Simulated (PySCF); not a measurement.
Species: C3H6ClGa.
Structure used (PBE0-D3(BJ)/def2-SVP), in Å, numbered top down from 1:
```
atom  x, y, z in Å
C1    -0.615    1.465    0.164
C2    -0.141    0.216    0.026
C3    -0.942   -1.005    0.361
Ga4    1.691    0.064   -0.617
Cl5    2.484   -1.948   -0.658
H6    -1.630    1.660    0.537
H7    -0.020    2.350   -0.087
H8    -1.063   -1.654   -0.521
H9    -1.943   -0.748    0.741
H10   -0.430   -1.621    1.118
H11    2.651    1.200   -1.087
```

Jobs on this species (11 atoms, 72 electrons) with PySCF (density fitting). Hardware of each: an Arm Neoverse V1 with one thread (shared host). Times come from a shared host and carry two figures at best. Peak memory is the resident size of the whole Python process, interpreter and libraries included.

| level and settings | work | basis functions | SCF cycles | wall time | peak memory |
| --- | --- | --- | --- | --- | --- |
| delta-SCF UKS HF, pcX-2 on the ionised atom, pcseg-1 elsewhere, spin-free X2C | ΔSCF core ionisation, 5 holes | 159 | ? | ? | ? |
| delta-SCF UKS PBE, pcX-2 on the ionised atom, pcseg-1 elsewhere, spin-free X2C | ΔSCF core ionisation, 5 holes | 159 | ? | ? | ? |
| delta-SCF UKS SCAN, pcX-2 on the ionised atom, pcseg-1 elsewhere, spin-free X2C | ΔSCF core ionisation, 5 holes | 159 | ? | ? | ? |
| delta-SCF UKS PBE0, pcX-2 on the ionised atom, pcseg-1 elsewhere, spin-free X2C | ΔSCF core ionisation, 5 holes | 159 | 71 | 45 s | 0.61 GiB |
| delta-SCF UKS SCAN, pcX-1 on the ionised atom, pcseg-1 elsewhere, spin-free X2C | ΔSCF core ionisation, 5 holes | 139 | 85 | 28 s | 0.51 GiB |
| delta-SCF UKS SCAN, def2-TZVP on the ionised atom, pcseg-1 elsewhere, spin-free X2C | ΔSCF core ionisation, 5 holes | 136 | 82 | 30 s | 0.51 GiB |
| delta-SCF UKS SCAN, pcX-2 on the ionised atom, pcseg-1 elsewhere, non-relativistic | ΔSCF core ionisation, 5 holes | 159 | 83 | 32 s | 0.51 GiB |
| PBE0-D3(BJ)/def2-SVP, grid level 1 | geometry optimisation from a GFN2-xTB start shaken at random | 122 | 90 | 98 s | 0.51 GiB |
| delta-SCF UKS B3LYP, pcX-2 on the ionised atom, pcseg-1 elsewhere, spin-free X2C | ΔSCF core ionisation, 5 holes | 159 | 72 | 45 s | 0.62 GiB |

Question: Fill in the missing figures.

Answer: 
- delta-SCF UKS HF, pcX-2 on the ionised atom, pcseg-1 elsewhere, spin-free X2C; ΔSCF core ionisation, 5 holes: 31 s, 0.59 GiB, 72 SCF cycles
- delta-SCF UKS PBE, pcX-2 on the ionised atom, pcseg-1 elsewhere, spin-free X2C; ΔSCF core ionisation, 5 holes: 21 s, 0.55 GiB, 80 SCF cycles
- delta-SCF UKS SCAN, pcX-2 on the ionised atom, pcseg-1 elsewhere, spin-free X2C; ΔSCF core ionisation, 5 holes: 32 s, 0.51 GiB, 85 SCF cycles

Question: What do all jobs in the table cost together?

Answer: About 6.0 min; the longest takes about 27 % of that, and about 4.7 times as long as the shortest.
